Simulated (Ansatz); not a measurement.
Conformers of `O[SiH2]N[SiH2]F`, each relaxed with PBE0-D4/def2-TZVP in Ansatz. CBS adds the triple-zeta coupled-cluster correction to the MP2 limit.

Not all of them had a frequency check.

Conformer A:

Z-matrix (Å, degrees):
```
Si
N 1 1.727
O 1 1.643 2 113.2
H 1 1.479 2 111.3 3 116.1
H 1 1.485 2 104.8 3 -122.2
Si 2 1.708 1 127.9 3 118.4
H 2 1.012 1 116.0 3 -67.3
H 3 0.958 1 117.8 2 -60.3
F 6 1.600 2 112.5 1 89.8
H 6 1.480 2 109.6 1 -152.6
H 6 1.479 2 108.7 1 -28.3
```

Conformer B:

```xyz
11

O     2.198   -0.918    0.624
Si    1.016    0.177    0.942
N     0.060    0.595   -0.436
Si   -1.536    0.109   -0.800
F    -1.576   -1.318   -1.532
H     1.934   -1.775    0.287
H     0.040   -0.340    1.935
H     1.756    1.357    1.436
H     0.546    1.087   -1.174
H    -2.295   -0.050    0.458
H    -2.143    1.075   -1.741
```

Which is lowest in electronic energy at CCSD(T)/CBS (frozen core, def2 sets), and by how much? (An estimate is asked.)

Computed: B; A lies 0.5 kJ/mol higher. Gaps under about 2 kJ/mol don't settle the order.

Give the energies relative to B (kJ/mol) with PBE-D4/def2-TZVPP, ωB97M-V/def2-TZVPP, PBE/def2-TZVPP, r2SCAN/def2-TZVPP, CCSD/def2-TZVPP, HF/CBS(def2), CCSD/CBS(def2). (An estimate is asked.)

Computed: 
```json
{"level": "PBE-D4/def2-TZVPP", "A": "0.8"}
{"level": "ωB97M-V/def2-TZVPP", "A": "0.7"}
{"level": "PBE/def2-TZVPP", "A": "0.6"}
{"level": "r2SCAN/def2-TZVPP", "A": "0.4"}
{"level": "CCSD/def2-TZVPP", "A": "0.5"}
{"level": "HF/CBS(def2)", "A": "0.4"}
{"level": "CCSD/CBS(def2)", "A": "0.5"}
```
